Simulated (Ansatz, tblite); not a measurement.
Isomers of ZnSe₂⁻ (doublet), found by a short tight-binding search and relaxed with r2SCAN-D4/def2-TZVPD in Ansatz.

The xTB rows come from tblite. LC-ωPBE has ω = 0.4 bohr⁻¹. Correlated methods freeze 27 core orbitals; core or outer-core shells of Se are correlated, in sets that lack core-valence functions. In CCSD on the charge -1 doublet the largest single amplitude is 0.33, so its Hartree–Fock determinant may place the open shell otherwise than the density functionals do.

A: At PBE-D4/def2-TZVPD the gap within one spin of the charge -1 doublet nearly closes, so an electron or hole may be smeared out by delocalisation error. B: At PBE-D4/def2-TZVPD, r2SCAN-D4/def2-TZVPD the highest occupied level of the charge -1 doublet lies above zero (up to 0.23 eV). It is a level of β spin, whose loss leaves a triplet; that state wasn't run at this geometry and level. The electron is either unbound and held by the finite basis, or the level is raised by self-interaction error.

Other spin states were run for one of them alone.

A:

```xyz
3

Zn    0.000    0.000    0.000
Se    1.257    1.051   -1.525
Se   -1.257   -1.051    1.525
```

B:

Cartesian coordinates in Å:
```
Zn -0.133 1.494 1.388
Se -0.174 -0.745 -1.824
Se 0.307 -0.750 0.437
```

Q: Estimate which lies lowest at each level, and how far above it the others are (kcal/mol).

A: 
| level | A | B |
| --- | --- | --- |
| GFN1-xTB | 0.0 | 0.8 |
| GFN2-xTB | 0.0 | 25.8 |
| HF/def2-SVPD | 0.0 | 37.6 |
| PBE-D4/def2-TZVPD | 0.0 | 27.0 |
| r2SCAN-D4/def2-TZVPD | 0.0 | 33.1 |
| PBE0-D4/def2-TZVPD | 0.0 | 28.2 |
| CAM-B3LYP-D4/def2-TZVPD | 0.0 | 28.0 |
| LC-ωPBE/def2-TZVPD | 0.0 | 34.5 |
| MP2/def2-SVPD | 0.0 | 33.5 |
| CCSD/def2-SVPD | 0.0 | 32.5 |
| CCSD(T)/def2-SVPD | 0.0 | 31.8 |
Point groups (tolerance 0.1 Å): A D∞h, B Cs. Lower isomers may exist.
